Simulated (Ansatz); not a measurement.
The cluster TiSi4⁺. The state is a doublet with charge 1. Geometry r2SCAN-D4/def2-SVP, that of the neutral singlet; atoms count from 1.

```
atom    x (Å)    y (Å)    z (Å)
 Ti1   1.5943   0.7125   0.7773
 Si2  -0.4698  -0.3281   1.3010
 Si3   0.7891  -0.9311  -0.7277
 Si4  -0.2831   1.2777  -0.5544
 Si5  -1.6305  -0.7310  -0.7961
```

The charge 1 doublet is spin-contaminated (final ⟨S²⟩ up to 1.11, 0.75 for a pure state). The structure comes from a short search, and lower isomers may exist.

**Question.** Estimate the Mulliken populations from the PBE0/def2-TZVP orbitals of Ansatz.

**Answer.** 
| atom | charge (e) | spin (α − β) | d electrons |
| --- | --- | --- | --- |
| Ti1 | 0.59 | -0.82 | 2.77 |
| Si2 | 0.08 | 0.45 | – |
| Si3 | 0.08 | 0.45 | – |
| Si4 | 0.08 | 0.45 | – |
| Si5 | 0.19 | 0.48 | – |
Mulliken values and Mayer orders depend strongly on the basis.

**Question.** Where does the spin sit?

**Answer.** Summed by element: Ti -0.82, Si 1.82, of 1 unpaired in all. Largest on single atoms: Ti1 -0.82, Si5 0.48, Si3 0.45.

**Question.** And the Mayer bond orders between bonded heavy atoms (over 0.3)?

**Answer.** Ti1–Si2 1.30 (2.37 Å); Ti1–Si3 1.30 (2.37 Å); Ti1–Si4 1.30 (2.37 Å); Si2–Si3 0.54 (2.46 Å); Si2–Si4 0.54 (2.46 Å); Si2–Si5 0.85 (2.43 Å); Si3–Si4 0.54 (2.46 Å); Si3–Si5 0.85 (2.43 Å); Si4–Si5 0.85 (2.43 Å). Values over 0.3 also appear between atoms too far apart for a bond (Ti1–Si5 0.49 at 3.87 Å); they arise where an orbital or an unpaired electron spreads over both atoms.
